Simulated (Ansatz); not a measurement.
Process, species as SMILES: Br[Si]Br (closed-shell singlet) → 2 Br atom + Si atom
B3LYP-D3(BJ)/def2-TZVP geometries, fixed; electronic energies without zero-point terms.

The atomisation energy at CCSD(T) with Ansatz (a first-principles code), in kcal/mol, split into its Hartree-Fock and correlation parts. Cores are frozen (with 3d on Ga to Br). A restricted Hartree-Fock determinant is unstable towards unrestricted orbitals. Open shells are unrestricted. No added dispersion term, no relativity. Functions are those of the species that has most.

```csv
basis,X,functions,Hartree-Fock,CCSD(T)
aug-cc-pV(D+d)Z,2,104,117.04,160.29
aug-cc-pV(T+d)Z,3,173,119.53,171.17
aug-cc-pV(Q+d)Z,4,275,119.75,176.60
```

Worked estimate of the basis-set limit from each neighbouring pair, with Hartree-Fock from the larger set and the correlation part extrapolated as X^-3.
Correlation parts: X = 2: 43.25, X = 3: 51.64, X = 4: 56.85.
- (2,3): (27·(51.64) - 8·(43.25))/19 = 55.17; with Hartree-Fock 119.53 the estimate is 174.70 kcal/mol.
- (3,4): (64·(56.85) - 27·(51.64))/37 = 60.65; with Hartree-Fock 119.75 the estimate is 180.40 kcal/mol.
The last two estimates differ by 5.70 kcal/mol; the largest set lies 3.80 from the last. Over the last step Hartree-Fock moves by 0.22 and the correlation part by 5.21.
